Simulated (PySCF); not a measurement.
C5H6F2, SMILES C=C(F)/C=C(\C)F.

The structure is a stationary point at r2SCAN-D4/def2-SVP. Other conformers were not sampled.

All values below come from PBE/def2-TZVP (PySCF).

Computed frontier levels, gap, dipole moment and polarisability:
* **highest occupied level**: -5.56 eV
* **lowest empty level**: -1.82 eV
* **orbital gap**: 3.74 eV
* **dipole moment**: 0.16 D
* **quadrupole, principal values (traceless, Buckingham form, about the centre of nuclear charge)**: -5.42, -2.54, 7.96 D·Å
* **mean static polarisability**: 70.3 bohr³ (10.42 Å³)
* **polarisability, principal values**: 41.8, 57.4, 111.7 bohr³
